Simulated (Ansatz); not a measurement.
## Nudged elastic band run: BClH6N2

input.yaml

```yaml
crystal:
  periodic: [false, false, false]
  atoms:
    - { symbol: B, position_ang: [0.368968, -0.221733, -0.346807] }
    - { symbol: Cl, position_ang: [0.813039, -0.139515, 1.404634] }
    - { symbol: "N", position_ang: [1.318864, -0.785569, -1.232999] }
    - { symbol: H, position_ang: [2.215793, -1.135523, -0.904273] }
    - { symbol: H, position_ang: [1.17506, -0.883492, -2.236515] }
    - { symbol: "N", position_ang: [-0.896184, 0.28469, -0.726925] }
    - { symbol: H, position_ang: [-1.532681, 0.701017, -0.050827] }
    - { symbol: H, position_ang: [-1.231363, 0.299353, -1.688466] }
    - { symbol: H, position_ang: [-1.574329, 2.5265, 2.085833] }
    - { symbol: H, position_ang: [-1.009567, 2.004172, 2.032646] }
basis:
  gaussian: { orbitals: def2-SVP }
hamiltonian:
  xc: pbe
  dispersion: d4
neb:
  order_check: false
  images: 5
  f_tol: 0.03
  max_iterations: 60
  final_atoms:
    - { symbol: B, position_ang: [-0.01790804, 0.55107253, -0.5357076] }
    - { symbol: Cl, position_ang: [0.17101997, 0.4249641, 2.91595613] }
    - { symbol: "N", position_ang: [1.12752035, -0.17788442, -0.93384663] }
    - { symbol: H, position_ang: [1.10074833, -1.04443623, -1.47049592] }
    - { symbol: H, position_ang: [2.06679384, 0.09702234, -0.65707498] }
    - { symbol: "N", position_ang: [-1.35242405, 0.21030586, -0.85955781] }
    - { symbol: H, position_ang: [-1.6226641, -0.61560601, -1.39293979] }
    - { symbol: H, position_ang: [-2.14452336, 0.76014391, -0.53605915] }
    - { symbol: H, position_ang: [0.16168407, 1.57151279, 0.12587441] }
    - { symbol: H, position_ang: [0.157353, 0.87280513, 1.68015232] }
  initial_path:
    images:
      - { positions_ang: [[0.368968, -0.221733, -0.346807], [0.813039, -0.139515, 1.404634], [1.318864, -0.785569, -1.232999], [2.215793, -1.135523, -0.904273], [1.17506, -0.883492, -2.236515], [-0.896184, 0.28469, -0.726925], [-1.532681, 0.701017, -0.050827], [-1.231363, 0.299353, -1.688466], [-1.574329, 2.5265, 2.085833], [-1.009567, 2.004172, 2.032646]] }
      - { positions_ang: [[0.24080851, -0.1411227, -0.2210199], [0.62026298, 0.00401205, 1.67294264], [1.28569441, -0.61193998, -1.10928566], [1.98833437, -1.17808279, -0.94589371], [1.36664719, -0.40930128, -1.92597073], [-1.07274627, 0.22807071, -0.68638143], [-1.74779524, 0.27384587, -0.14470233], [-1.36699593, 0.49121944, -1.56330071], [-1.03856409, 2.17799665, 1.49715608], [-0.62804594, 1.81520203, 1.76275676]] }
      - { positions_ang: [[0.11264903, -0.0605124, -0.0952328], [0.42748696, 0.14753909, 1.94125127], [1.25252482, -0.43831096, -0.98557232], [1.76087574, -1.22064257, -0.98751442], [1.55823438, 0.06488945, -1.61542645], [-1.24930853, 0.17145142, -0.64583786], [-1.96290947, -0.15332526, -0.23857766], [-1.50262886, 0.68308588, -1.43813542], [-0.50279918, 1.8294933, 0.90847915], [-0.24652489, 1.62623205, 1.49286751]] }
      - { positions_ang: [[-0.01551046, 0.0200979, 0.0305543], [0.23471095, 0.29106614, 2.20955991], [1.21935524, -0.26468194, -0.86185898], [1.53341711, -1.26320236, -1.02913513], [1.74982157, 0.53908017, -1.30488218], [-1.4258708, 0.11483214, -0.60529429], [-2.17802371, -0.58049639, -0.33245299], [-1.6382618, 0.87495231, -1.31297014], [0.03296573, 1.48098995, 0.31980223], [0.13499617, 1.43726208, 1.22297827]] }
      - { positions_ang: [[-0.01630965, 0.19708944, -0.15819967], [0.21348062, 0.33569879, 2.44502532], [1.18874361, -0.23574943, -0.88585486], [1.38919419, -1.19028032, -1.1762554], [1.85547899, 0.39172756, -1.08894645], [-1.40138855, 0.14665671, -0.69004879], [-1.99290384, -0.5921996, -0.68594859], [-1.80701565, 0.83668284, -1.05399981], [0.07587184, 1.51116423, 0.25515962], [0.14244844, 1.24910976, 1.37536962]] }
      - { positions_ang: [[-0.01710885, 0.37408099, -0.34695363], [0.1922503, 0.38033144, 2.68049073], [1.15813198, -0.20681693, -0.90985074], [1.24497126, -1.11735827, -1.32337566], [1.96113641, 0.24437495, -0.87301071], [-1.3769063, 0.17848128, -0.7748033], [-1.80778397, -0.6039028, -1.03944419], [-1.97576951, 0.79841337, -0.79502948], [0.11877796, 1.54133851, 0.19051702], [0.14990072, 1.06095745, 1.52776097]] }
      - { positions_ang: [[-0.01790804, 0.55107253, -0.5357076], [0.17101997, 0.4249641, 2.91595613], [1.12752035, -0.17788442, -0.93384663], [1.10074833, -1.04443623, -1.47049592], [2.06679384, 0.09702234, -0.65707498], [-1.35242405, 0.21030586, -0.85955781], [-1.6226641, -0.61560601, -1.39293979], [-2.14452336, 0.76014391, -0.53605915], [0.16168407, 1.57151279, 0.12587441], [0.157353, 0.87280513, 1.68015232]] }
```

Launched with:

```bash
$ ansatz run input.yaml --threads 2 --pin off --max-ram 3072MiB --backend cpu --events-out ev --progress --plain --runs-dir out
```

Output, in part (warnings, iteration lines):

```
NEB end point (image 0): max|allowed force component| = 2.952e-2 eV/Å (the criterion of neb.relax_end_points is 1.000e-2)
NEB end point (image 6): max|allowed force component| = 1.609e-2 eV/Å (the criterion of neb.relax_end_points is 1.000e-2)
NEB iter   1: max|band force component| = 1.287e1 eV/Å  barrier→ = 5.2879 eV  barrier← = 4.6657 eV  Δτ_max = 0.2000 Å  (195 SCF iters)
NEB iter   2: max|band force component| = 3.038e0 eV/Å  barrier→ = 3.4192 eV  barrier← = 2.7971 eV  Δτ_max = 0.1999 Å  (166 SCF iters)
NEB iter   3: max|band force component| = 2.004e0 eV/Å  barrier→ = 3.1025 eV  barrier← = 2.4804 eV  Δτ_max = 0.2000 Å  (145 SCF iters)
NEB iter   4: max|band force component| = 1.411e0 eV/Å  barrier→ = 2.6410 eV  barrier← = 2.0188 eV  Δτ_max = 0.2000 Å  (145 SCF iters)
NEB iter   5: max|band force component| = 1.549e0 eV/Å  barrier→ = 2.1609 eV  barrier← = 1.5388 eV  Δτ_max = 0.1001 Å  (156 SCF iters)
NEB iter   6: max|band force component| = 1.646e0 eV/Å  barrier→ = 2.1916 eV  barrier← = 1.5694 eV  Δτ_max = 0.1003 Å  (142 SCF iters)
NEB iter   7: max|band force component| = 1.204e0 eV/Å  barrier→ = 2.2115 eV  barrier← = 1.5893 eV  Δτ_max = 0.1000 Å  (140 SCF iters)
NEB iter   8: max|band force component| = 1.263e0 eV/Å  barrier→ = 2.1616 eV  barrier← = 1.5394 eV  Δτ_max = 0.0503 Å  (141 SCF iters)
NEB iter   9: max|band force component| = 7.213e-1 eV/Å  barrier→ = 2.1551 eV  barrier← = 1.5329 eV  Δτ_max = 0.0502 Å  (140 SCF iters)
NEB iter  10: max|band force component| = 4.698e-1 eV/Å  barrier→ = 2.1167 eV  barrier← = 1.4945 eV  CI = image 4  Δτ_max = 0.0500 Å  (141 SCF iters)
NEB iter  11: max|band force component| = 5.336e-1 eV/Å  barrier→ = 2.0991 eV  barrier← = 1.4769 eV  CI = image 4  Δτ_max = 0.0501 Å  (140 SCF iters)
NEB iter  12: max|band force component| = 6.081e-1 eV/Å  barrier→ = 2.0541 eV  barrier← = 1.4319 eV  CI = image 4  Δτ_max = 0.1000 Å  (138 SCF iters)
NEB iter  13: max|band force component| = 7.274e-1 eV/Å  barrier→ = 2.0301 eV  barrier← = 1.4079 eV  CI = image 4  Δτ_max = 0.1984 Å  (138 SCF iters)
NEB iter  14: max|band force component| = 1.051e0 eV/Å  barrier→ = 1.8594 eV  barrier← = 1.2372 eV  CI = image 4  Δτ_max = 0.1026 Å  (154 SCF iters)
NEB iter  15: max|band force component| = 8.081e-1 eV/Å  barrier→ = 1.7451 eV  barrier← = 1.1229 eV  CI = image 4  Δτ_max = 0.1968 Å  (141 SCF iters)
NEB iter  16: max|band force component| = 7.113e-1 eV/Å  barrier→ = 1.5454 eV  barrier← = 0.9232 eV  CI = image 4  Δτ_max = 0.1961 Å  (153 SCF iters)
NEB iter  17: max|band force component| = 9.145e-1 eV/Å  barrier→ = 1.4222 eV  barrier← = 0.8000 eV  CI = image 4  Δτ_max = 0.2000 Å  (140 SCF iters)
NEB iter  18: max|band force component| = 1.058e0 eV/Å  barrier→ = 1.3819 eV  barrier← = 0.7597 eV  CI = image 5  Δτ_max = 0.1994 Å  (142 SCF iters)
NEB iter  19: max|band force component| = 1.211e0 eV/Å  barrier→ = 1.2903 eV  barrier← = 0.6681 eV  CI = image 5  Δτ_max = 0.1023 Å  (155 SCF iters)
NEB iter  20: max|band force component| = 8.352e-1 eV/Å  barrier→ = 1.2250 eV  barrier← = 0.6028 eV  CI = image 5  Δτ_max = 0.1021 Å  (138 SCF iters)
NEB iter  21: max|band force component| = 5.452e-1 eV/Å  barrier→ = 1.2043 eV  barrier← = 0.5821 eV  CI = image 5  Δτ_max = 0.1007 Å  (136 SCF iters)
NEB iter  22: max|band force component| = 3.950e-1 eV/Å  barrier→ = 1.1860 eV  barrier← = 0.5638 eV  CI = image 5  Δτ_max = 0.1022 Å  (141 SCF iters)
NEB iter  23: max|band force component| = 4.667e-1 eV/Å  barrier→ = 1.1856 eV  barrier← = 0.5634 eV  CI = image 5  Δτ_max = 0.1017 Å  (141 SCF iters)
NEB iter  24: max|band force component| = 4.864e-1 eV/Å  barrier→ = 1.1849 eV  barrier← = 0.5627 eV  CI = image 5  Δτ_max = 0.0990 Å  (140 SCF iters)
NEB iter  25: max|band force component| = 4.462e-1 eV/Å  barrier→ = 1.1772 eV  barrier← = 0.5550 eV  CI = image 5  Δτ_max = 0.0993 Å  (140 SCF iters)
NEB iter  26: max|band force component| = 3.953e-1 eV/Å  barrier→ = 1.1741 eV  barrier← = 0.5519 eV  CI = image 5  Δτ_max = 0.0996 Å  (140 SCF iters)
NEB iter  27: max|band force component| = 4.177e-1 eV/Å  barrier→ = 1.1726 eV  barrier← = 0.5504 eV  CI = image 5  Δτ_max = 0.0995 Å  (134 SCF iters)
NEB iter  28: max|band force component| = 4.405e-1 eV/Å  barrier→ = 1.1700 eV  barrier← = 0.5478 eV  CI = image 5  Δτ_max = 0.0498 Å  (135 SCF iters)
NEB iter  29: max|band force component| = 4.387e-1 eV/Å  barrier→ = 1.1690 eV  barrier← = 0.5468 eV  CI = image 5  Δτ_max = 0.0499 Å  (132 SCF iters)
NEB iter  30: max|band force component| = 4.236e-1 eV/Å  barrier→ = 1.1685 eV  barrier← = 0.5463 eV  CI = image 5  Δτ_max = 0.0487 Å  (135 SCF iters)
NEB iter  31: max|band force component| = 4.181e-1 eV/Å  barrier→ = 1.1682 eV  barrier← = 0.5460 eV  CI = image 5  Δτ_max = 0.0992 Å  (135 SCF iters)
NEB iter  32: max|band force component| = 3.987e-1 eV/Å  barrier→ = 1.1679 eV  barrier← = 0.5457 eV  CI = image 5  Δτ_max = 0.1954 Å  (135 SCF iters)
NEB iter  33: max|band force component| = 3.528e-1 eV/Å  barrier→ = 1.1678 eV  barrier← = 0.5456 eV  CI = image 5  Δτ_max = 0.1953 Å  (145 SCF iters)
NEB iter  34: max|band force component| = 3.768e-1 eV/Å  barrier→ = 1.1677 eV  barrier← = 0.5455 eV  CI = image 5  Δτ_max = 0.0997 Å  (145 SCF iters)
NEB iter  35: max|band force component| = 3.354e-1 eV/Å  barrier→ = 1.1677 eV  barrier← = 0.5455 eV  CI = image 5  Δτ_max = 0.0996 Å  (138 SCF iters)
NEB iter  36: max|band force component| = 3.131e-1 eV/Å  barrier→ = 1.1677 eV  barrier← = 0.5455 eV  CI = image 5  Δτ_max = 0.0997 Å  (135 SCF iters)
NEB iter  37: max|band force component| = 4.788e-1 eV/Å  barrier→ = 1.1677 eV  barrier← = 0.5455 eV  CI = image 5  Δτ_max = 0.0499 Å  (133 SCF iters)
NEB iter  38: max|band force component| = 4.635e-1 eV/Å  barrier→ = 1.1677 eV  barrier← = 0.5455 eV  CI = image 5  Δτ_max = 0.0500 Å  (130 SCF iters)
NEB iter  39: max|band force component| = 3.359e-1 eV/Å  barrier→ = 1.1677 eV  barrier← = 0.5455 eV  CI = image 5  Δτ_max = 0.0499 Å  (133 SCF iters)
NEB iter  40: max|band force component| = 1.978e-1 eV/Å  barrier→ = 1.1677 eV  barrier← = 0.5455 eV  CI = image 5  Δτ_max = 0.0501 Å  (134 SCF iters)
NEB iter  41: max|band force component| = 1.928e-1 eV/Å  barrier→ = 1.1677 eV  barrier← = 0.5455 eV  CI = image 5  Δτ_max = 0.0995 Å  (133 SCF iters)
NEB iter  42: max|band force component| = 1.759e-1 eV/Å  barrier→ = 1.1677 eV  barrier← = 0.5455 eV  CI = image 5  Δτ_max = 0.0999 Å  (130 SCF iters)
NEB iter  43: max|band force component| = 1.302e-1 eV/Å  barrier→ = 1.1677 eV  barrier← = 0.5455 eV  CI = image 5  Δτ_max = 0.1002 Å  (129 SCF iters)
NEB iter  44: max|band force component| = 1.382e-1 eV/Å  barrier→ = 1.1677 eV  barrier← = 0.5455 eV  CI = image 5  Δτ_max = 0.0497 Å  (121 SCF iters)
NEB iter  45: max|band force component| = 1.882e-1 eV/Å  barrier→ = 1.1677 eV  barrier← = 0.5455 eV  CI = image 5  Δτ_max = 0.0248 Å  (124 SCF iters)
NEB iter  46: max|band force component| = 1.492e-1 eV/Å  barrier→ = 1.1677 eV  barrier← = 0.5455 eV  CI = image 5  Δτ_max = 0.0248 Å  (119 SCF iters)
NEB iter  47: max|band force component| = 1.259e-1 eV/Å  barrier→ = 1.1677 eV  barrier← = 0.5455 eV  CI = image 5  Δτ_max = 0.0248 Å  (119 SCF iters)
NEB iter  48: max|band force component| = 1.179e-1 eV/Å  barrier→ = 1.1677 eV  barrier← = 0.5455 eV  CI = image 5  Δτ_max = 0.0497 Å  (117 SCF iters)
NEB iter  49: max|band force component| = 1.160e-1 eV/Å  barrier→ = 1.1677 eV  barrier← = 0.5455 eV  CI = image 5  Δτ_max = 0.0497 Å  (121 SCF iters)
NEB iter  50: max|band force component| = 9.932e-2 eV/Å  barrier→ = 1.1677 eV  barrier← = 0.5455 eV  CI = image 5  Δτ_max = 0.0497 Å  (121 SCF iters)
NEB iter  51: max|band force component| = 1.017e-1 eV/Å  barrier→ = 1.1677 eV  barrier← = 0.5455 eV  CI = image 5  Δτ_max = 0.0497 Å  (117 SCF iters)
NEB iter  52: max|band force component| = 1.072e-1 eV/Å  barrier→ = 1.1677 eV  barrier← = 0.5455 eV  CI = image 5  Δτ_max = 0.0497 Å  (118 SCF iters)
NEB iter  53: max|band force component| = 1.119e-1 eV/Å  barrier→ = 1.1677 eV  barrier← = 0.5455 eV  CI = image 5  Δτ_max = 0.0497 Å  (123 SCF iters)
NEB iter  54: max|band force component| = 1.182e-1 eV/Å  barrier→ = 1.1677 eV  barrier← = 0.5455 eV  CI = image 5  Δτ_max = 0.0497 Å  (122 SCF iters)
NEB iter  55: max|band force component| = 1.357e-1 eV/Å  barrier→ = 1.1677 eV  barrier← = 0.5455 eV  CI = image 5  Δτ_max = 0.0248 Å  (113 SCF iters)
NEB iter  56: max|band force component| = 1.474e-1 eV/Å  barrier→ = 1.1677 eV  barrier← = 0.5455 eV  CI = image 5  Δτ_max = 0.0124 Å  (114 SCF iters)
NEB iter  57: max|band force component| = 1.520e-1 eV/Å  barrier→ = 1.1677 eV  barrier← = 0.5455 eV  CI = image 5  Δτ_max = 0.0124 Å  (105 SCF iters)
NEB iter  58: max|band force component| = 1.518e-1 eV/Å  barrier→ = 1.1677 eV  barrier← = 0.5455 eV  CI = image 5  Δτ_max = 0.0124 Å  (107 SCF iters)
NEB iter  59: max|band force component| = 1.567e-1 eV/Å  barrier→ = 1.1677 eV  barrier← = 0.5455 eV  CI = image 5  Δτ_max = 0.0248 Å  (106 SCF iters)
NEB iter  60: max|band force component| = 1.706e-1 eV/Å  barrier→ = 1.1677 eV  barrier← = 0.5455 eV  CI = image 5  Δτ_max = 0.0248 Å  (115 SCF iters)
Error: NEB band did not converge after 60 iterations: max|band force component| = 1.71e-1 eV/Å (threshold 3.0e-2); raise `neb.max_iterations` in a new run, which can start from the last band evaluated (`neb.initial_path`, with `crystal.atoms` and `neb.final_atoms` set to its first and last images), …
```

The run ended unconverged. The band didn't meet its force threshold, so its energies are provisional: the largest band force was still 0.17 eV/Å, and over the last iterations the top stayed at 1.17 eV. Neighbouring images lie up to 2.3 Å apart, so the band is torn or far too coarse. The orbitals stay closed-shell, which can raise the energy where a bond breaks towards radicals; this wasn't checked here.

Final band (atoms are numbered from 1 in the order of the input):

| image | path coordinate (Å) | energy (kcal/mol) | B1–Cl2 (Å) | H9–H10 (Å) | B1–H9 (Å) |
| --- | --- | --- | --- | --- | --- |
| 0 | 0.00 | 0.0 | 1.81 | 0.77 | 4.15 |
| 1 | 2.26 | 0.2 | 1.81 | 0.77 | 3.81 |
| 2 | 4.52 | 9.8 | 1.82 | 0.77 | 3.47 |
| 3 | 6.73 | 15.6 | 1.88 | 0.78 | 2.21 |
| 4 | 8.95 | 14.4 | 3.47 | 1.70 | 1.23 |
| 5 | 11.17 | 26.9 | 3.31 | 1.66 | 1.24 |
| 6 | 13.09 | 14.3 | 3.46 | 1.70 | 1.23 |

Run time: 2.7 min on 2 threads of AMD EPYC 9R45 96-Core Processor (Zen 5), with other jobs on the host, peak memory 0.15 GiB.
